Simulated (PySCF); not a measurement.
OSr, SMILES [Sr]=[O].

Geometry optimised at B3LYP-D3(BJ)/def2-TZVPD. The def2 effective core potentials stand for the cores of Sr; spin–orbit coupling is left out.

The numbers are results of B3LYP-D3(BJ)/def2-TZVPD run with PySCF, not measurements.

Frequencies are harmonic and unscaled.

```csv
mode,ν (cm⁻¹),IR (km/mol),moving atoms (share of kinetic energy)
1,667,112.9,"O 85 %, Sr 15 %"
```
